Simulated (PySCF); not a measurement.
Fractional electron number in Ar²⁺ (argon, charge +2)

The 3p beta orbital of [Ne] 3s2 3p4 is emptied in steps (occupation f), with all orbitals relaxed, ending at [Ne] 3s2 3p3. Calculation: PySCF 2.14, in def2-SVP; no relativity, point nucleus. The exact energy is a straight line in f; departures are measured from the line between the end points of the same method.

```
  f  UHF (eV)  LDA (eV)  PBE (eV)  PBE0 (eV)  r2SCAN (eV)  LC-wPBE (eV)  BHandHLYP (eV)  wB97X (eV)  BLYP (eV)  CAM-B3LYP (eV)
  1     0.000     0.000     0.000      0.000        0.000         0.000           0.000       0.000      0.000           0.000
0.9     0.086    -0.600    -0.585     -0.419       -0.538        -0.152          -0.265      -0.182     -0.594          -0.296
0.7     0.198    -1.400    -1.359     -0.973       -1.243        -0.350          -0.620      -0.420     -1.385          -0.690
0.5     0.232    -1.664    -1.609     -1.151       -1.461        -0.407          -0.739      -0.493     -1.647          -0.820
0.3     0.192    -1.394    -1.342     -0.958       -1.210        -0.333          -0.624      -0.408     -1.381          -0.688
0.1     0.081    -0.595    -0.569     -0.406       -0.509        -0.137          -0.269      -0.172     -0.590          -0.295
  0     0.000     0.000     0.000      0.000        0.000         0.000           0.000       0.000      0.000           0.000
```

| method | E(f=0) − E(f=1) (eV) | −ε at f=1 (eV) | −ε at f=0.5 (eV) |
| --- | --- | --- | --- |
| UHF | 39.439 | 40.402 | 39.422 |
| LDA | 40.911 | 34.239 | 40.928 |
| PBE | 40.758 | 34.254 | 40.808 |
| PBE0 | 40.755 | 36.087 | 40.799 |
| r2SCAN | 40.729 | 34.724 | 40.827 |
| LC-wPBE | 40.915 | 39.209 | 40.964 |
| BHandHLYP | 40.744 | 37.800 | 40.732 |
| wB97X | 40.790 | 38.753 | 40.826 |
| BLYP | 40.767 | 34.162 | 40.781 |
| CAM-B3LYP | 40.917 | 37.627 | 40.922 |

Orbital energy along the path (eV):

| f | UHF | LDA | PBE | PBE0 | r2SCAN | LC-wPBE | BHandHLYP | wB97X | BLYP | CAM-B3LYP |
| --- | --- | --- | --- | --- | --- | --- | --- | --- | --- | --- |
| 1 | -40.402 | -34.239 | -34.254 | -36.087 | -34.724 | -39.209 | -37.800 | -38.753 | -34.162 | -37.627 |
| 0.9 | -40.197 | -35.577 | -35.572 | -37.038 | -35.971 | -39.571 | -38.386 | -39.181 | -35.487 | -38.288 |
| 0.7 | -39.801 | -38.254 | -38.200 | -38.930 | -38.431 | -40.281 | -39.558 | -40.020 | -38.136 | -39.608 |
| 0.5 | -39.422 | -40.928 | -40.808 | -40.799 | -40.827 | -40.964 | -40.732 | -40.826 | -40.781 | -40.922 |
| 0.3 | -39.059 | -43.588 | -43.373 | -42.629 | -43.128 | -41.602 | -41.915 | -41.595 | -43.414 | -42.230 |
| 0.1 | -38.712 | -46.215 | -45.851 | -44.389 | -45.316 | -42.163 | -43.125 | -42.338 | -46.023 | -43.538 |
| 0 | -38.544 | -47.508 | -47.033 | -45.225 | -46.318 | -42.403 | -43.749 | -42.673 | -47.311 | -44.197 |

Reference removal energy between the ground levels: 40.735 ± 0.012 eV (semi-empirical (NIST evaluation); NIST Atomic Spectra Database, ionization energies). The calculation has no spin-orbit coupling. UHF lacks correlation.
